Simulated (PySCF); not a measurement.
## Correlation energy of Si²⁺ (silicon, charge +2)

[Ne] 3s2, closed-shell 1S. Computed with PySCF 2.14 in x2c-TZVPPall, with scalar relativity by spin-free X2C-1e. Frozen: 1s2; 10 electrons correlated.

MP2 pair energies summed by pair of shells (mhartree):

```csv
pair,energy,share (%)
2p-2p,-104.76,56.3
3s-3s,-31.53,16.9
2s-2p,-23.69,12.7
2p-3s,-20.09,10.8
2s-2s,-4.18,2.2
2s-3s,-1.84,1.0
```

Total MP2 correlation energy: -186.09 mhartree.

Same-spin part -46.39 and opposite-spin part -139.70 mhartree; SCS-MP2 scales them by 1/3 and 6/5 to -183.11 mhartree.

MP2 falls well short for the outer s pair, which is nearly degenerate with np².

This basis was not built for core-valence correlation, so the inner-shell part is incomplete.
